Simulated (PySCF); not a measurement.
Polarisability and C₆ of Zr⁺ (zirconium, charge +1)

[Kr] 4d2 5s1, high-spin 4F determinant. All numbers are calculated (PySCF 2.14, scalar relativity by spin-free X2C-1e, in aug-cc-pwCVTZ-DK (11s10p8d4f3g, 136 functions)). Coupled (time-dependent) response in atomic units; α is the mean over directions.

```csv
method,mean α (bohr³),C₆ (like pair),S(−4)
PBEsol,56.84,481.9,1990
```

S(−4) is the Cauchy moment in α(ω) = α(0) + S(−4) ω² + …

Spin-orbit coupling is absent.

α(iu) at PBEsol:

```tsv
u (hartree)	α(iu) (bohr³)
0	56.84
0.0500	52.33
0.100	42.73
0.200	26.43
0.300	17.74
0.500	10.24
0.750	6.523
1.00	4.669
1.50	2.791
2.00	1.860
3.00	0.9927
5.00	0.4253
```

A single London oscillator, α(iu) = α/(1 + u²/ω²), gives C₆ = (3/4) ω α². Matching the computed C₆ needs ω = 4 × 481.9 / (3 × 56.84²) = 0.199 hartree.

For an ion, C₆ is the dispersion term alone; charge-induced terms of lower order in 1/R come first.
